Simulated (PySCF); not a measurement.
Predicted microwave data (PBE0/def2-SVPD in PySCF (dipole) on a GFN2-xTB geometry, gas phase) for one isomer of C6H7NOS:

```
Rotational constants : A = 3187, B = 978.1, C = 836.1 MHz
Dipole components    : |μa| = 0.86 D, |μb| = 1.12 D, |μc| = 1.48 D
Inertial defect      : -70.86 u·Å²
κ                    : -0.88
```

Question: Which candidate fits, each taken in the one conformer that was computed?
A. `[CH3:1][S:2][c:3]1[cH:4][c:5]([OH:6])[cH:7][cH:8][n:9]1` with C1–S2–C3–C4 180°, C4–C5–O6–H 0°
B. `[N:1]#[C:2][C@@H:3]1[CH:4]=[CH:5][S@:6](=[O:7])[CH2:8][CH2:9]1` with C2–C3–C4–C5 -115°, C4–C5–S6–O7 136°, C5–S6–C8–C9 -59°, S6–C8–C9–C3 75°
C. `[CH2:1]=[CH:2][CH2:3][C:4](=[S:5])[O:6][CH2:7][C:8]#[N:9]` with C1–C2–C3–C4 -127°, C2–C3–C4–S5 -102°, C3–C4–O6–C7 0°, C4–O6–C7–C8 -174°
D. `[CH3:1][S@:2](=[O:3])[c:4]1[cH:5][cH:6][cH:7][n:8][cH:9]1` with C1–S2–C4–C5 106°

Answer: D. It is C[S@](=O)c1cccnc1, an asymmetric top, point group C1. The candidates at the same level (rigid rotor, commonest isotopes):

```csv
SMILES,A (MHz),B (MHz),C (MHz),μa (D),μb (D),μc (D),Δ (u·Å²),point group,rotor
N#C[C@@H]1C=C[S@](=O)CC1,2972,948.3,888.5,1.05,0.27,4.61,-134.15,C1,near-prolate asymmetric top
C[S@](=O)c1cccnc1,3187,978.1,836.1,0.86,1.12,1.48,-70.86,C1,asymmetric top
C=CCC(=S)OCC#N,1556,977.3,634.6,1.70,4.90,1.95,-45.57,C1,asymmetric top
CSc1cc(O)ccn1,3320,900.2,711.4,0.60,0.68,0.00,-3.19,Cs,asymmetric top
```

`CSc1cc(O)ccn1` has C 15 % too low; `C=CCC(=S)OCC#N` has A 51 % too low; `N#C[C@@H]1C=C[S@](=O)CC1` has A 7 % too low. No structure here is proved a minimum.
